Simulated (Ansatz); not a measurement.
The cluster Sr2O2⁺. Total charge 1; doublet. Geometry r2SCAN-D4/def2-TZVP; atoms count from 1.

```tsv
atom	x (Å)	y (Å)	z (Å)
Sr1	-0.043	0.501	-1.762
Sr2	0.043	-0.501	1.762
O3	-1.058	-0.581	-0.139
O4	1.058	0.581	0.140
```

In the def2 sets Sr takes a core potential; there is no spin–orbit coupling. The structure comes from a short search, and lower isomers may exist.

Estimate the Mulliken populations from the PBE0/def2-TZVP orbitals of Ansatz.


| atom | charge (e) | spin (α − β) |
| --- | --- | --- |
| Sr1 | 1.44 | -0.05 |
| Sr2 | 1.44 | -0.05 |
| O3 | -0.94 | 0.55 |
| O4 | -0.94 | 0.55 |
Mulliken values and Mayer orders depend strongly on the basis.

Where does the spin sit?

Summed by element: Sr -0.10, O 1.10, of 1 unpaired in all. Largest on single atoms: O4 0.55, O3 0.55, Sr1 -0.05.

And the Mayer bond orders between bonded heavy atoms (over 0.3)?

Sr1–O3 0.47 (2.20 Å); Sr1–O4 0.47 (2.20 Å); Sr2–O3 0.47 (2.20 Å); Sr2–O4 0.47 (2.20 Å). Values over 0.3 also appear between atoms too far apart for a bond (O3–O4 0.34 at 2.43 Å); they arise where an orbital or an unpaired electron spreads over both atoms.
